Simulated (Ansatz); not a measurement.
Consider the redistribution: `F[SiH2][AlH][GeH3]` + `[CH3][Al]([F])[F]` → `[F][AlH][GeH3]` + `[CH3][Al]([F])[SiH2]F`.

Computed with Ansatz on PBE0-D4/def2-TZVP structures; ΔE is electronic, products minus reactants. CCSD(T)/CBS is the MP2 limit (def2-TZVPP, def2-QZVPP) plus CCSD(T) − MP2 in def2-TZVPP, frozen cores. For Ge outer-core shells are correlated without core-valence functions, which leaves a few kJ/mol of doubt a bond. Scalar relativity is left out up to krypton. Each species was taken in one conformer, which may not be the lowest.

`F[SiH2][AlH][GeH3]`:

Cartesian coordinates in Å:
```
F 2.429 0.388 2.485
Si 1.348 0.891 1.399
Al 0.222 -0.972 0.240
Ge -1.457 -0.422 -1.503
H 0.369 1.754 2.123
H 2.070 1.775 0.439
H 0.547 -2.491 0.570
H -1.774 1.084 -1.587
H -2.794 -1.153 -1.266
H -0.961 -0.852 -2.899
```

`[CH3][Al]([F])[F]`:

Z-matrix (Å, degrees):
```
C
Al 1 1.926
H 1 1.091 2 111.8
H 1 1.093 2 110.6 3 120.9
H 1 1.093 2 110.6 3 -120.9
F 2 1.644 1 121.5 3 -179.9
F 2 1.644 1 122.4 3 0.1
```

`[F][AlH][GeH3]`:

Z-matrix (Å, degrees):
```
Ge
Al 1 2.469
H 1 1.540 2 111.5
H 1 1.542 2 110.5 3 118.6
H 1 1.538 2 112.6 3 -121.4
F 2 1.652 1 116.9 3 149.2
H 2 1.581 1 126.9 3 -31.6
```

`[CH3][Al]([F])[SiH2]F`:

```xyz
10

C     0.244    1.077    1.640
Al   -0.728    0.216    0.199
F    -2.377    0.368    0.153
Si    0.190   -1.132   -1.651
F     1.796   -1.209   -1.506
H     0.051    2.154    1.649
H    -0.080    0.689    2.611
H     1.323    0.926    1.557
H    -0.317   -2.534   -1.659
H    -0.102   -0.556   -2.994
```

```
                species  MP2/def2-TZVPP energy (Eh)
   `F[SiH2][AlH][GeH3]`                 -2709.97118
    `[CH3][Al]([F])[F]`                  -481.45352
       `[F][AlH][GeH3]`                 -2419.77028
`[CH3][Al]([F])[SiH2]F`                  -771.65301
```

**Question.** Work out ΔE.

**Answer.** ΔE = (-2419.77028) + (-771.65301) − (-2709.97118) − (-481.45352) = 0.00141 Eh = +0.04 eV. CCSD(T)/CBS gives +0.04 eV.

Largest T1 diagnostic among the species: 0.013.
